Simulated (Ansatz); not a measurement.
Start from `FC(F)[O][ZnH]` and change one atom or group to get `O[SiH2]C(F)F`.

Ansatz, PBE0-D4/def2-TZVP geometries, multiplicity 1. Each molecule was computed in one conformer, which needn't be the lowest.

Scalar relativity is left out up to krypton.

```json
{"property": "HOMO energy (ωB97M-V/def2-TZVPP) / eV", "`FC(F)[O][ZnH]`": "-11.56"}
{"property": "HOMO energy (PBE/def2-TZVPP) / eV", "`FC(F)[O][ZnH]`": "-7.50"}
{"property": "HOMO–LUMO gap (B3LYP/def2-TZVPP) / eV", "`FC(F)[O][ZnH]`": "8.06"}
{"property": "LUMO energy (PBE/def2-TZVPP) / eV", "`FC(F)[O][ZnH]`": "-1.35"}
{"property": "LUMO energy (ωB97M-V/def2-TZVPP) / eV", "`FC(F)[O][ZnH]`": "0.76"}
{"property": "LUMO energy (B3LYP/def2-TZVPP) / eV", "`FC(F)[O][ZnH]`": "-0.90"}
```

Problem. Give the same properties after the change, and the shifts. (Best estimate.)

Solution. The calculation gave: 
```csv
property,`O[SiH2]C(F)F`,shift
HOMO energy (ωB97M-V/def2-TZVPP) / eV,-10.76,0.80
HOMO energy (PBE/def2-TZVPP) / eV,-6.86,0.64
HOMO–LUMO gap (B3LYP/def2-TZVPP) / eV,7.83,-0.23
LUMO energy (PBE/def2-TZVPP) / eV,-1.04,0.31
LUMO energy (ωB97M-V/def2-TZVPP) / eV,1.54,0.78
LUMO energy (B3LYP/def2-TZVPP) / eV,-0.42,0.48
```

With PBE0 the HOMO rises by 0.78 eV and the LUMO rises by 0.45 eV, so the gap narrows by about 0.33 eV. PBE moves the HOMO by 0.64 eV and ωB97M-V by 0.80 eV.

B3LYP here is the variant with VWN-RPA as its local correlation; programs differ in this.
